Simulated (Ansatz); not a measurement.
All numbers were calculated with Ansatz.

A structure relaxed at PBE0-D4/def2-TZVP, charge 0, multiplicity 1:

| atom | x (Å) | y (Å) | z (Å) |
| --- | --- | --- | --- |
| B1 | 1.7255 | -1.3834 | -0.8498 |
| N2 | 0.5306 | -0.6998 | -0.6388 |
| C3 | 0.2622 | 0.1831 | 0.4124 |
| C4 | -0.8661 | 0.8156 | 0.5934 |
| C5 | -1.9833 | 1.4513 | 0.7856 |
| H6 | 1.8075 | -2.1075 | -1.7961 |
| H7 | 2.6232 | -1.2196 | -0.0766 |
| H8 | -0.2420 | -0.8205 | -1.2770 |
| H9 | 1.0861 | 0.3210 | 1.1057 |
| H10 | -2.1588 | 2.4353 | 0.3582 |
| H11 | -2.7851 | 1.0246 | 1.3830 |

(1) Give its formula and SMILES.

(2) Point group (tolerance 0.08 Å, 0.16 Å for H)?

(3) Summarise the bond lengths by kind.

## Answers

(1) C3H6BN, `BNC=C=C`.

(2) Cs.

(3) 1 × B–N 1.393 Å; 2 × B–H 1.194 to 1.196 Å; 1 × C–N 1.399 Å; 1 × H–N 1.009 Å; 2 × C–C 1.300 to 1.306 Å; 3 × C–H 1.086 to 1.087 Å.
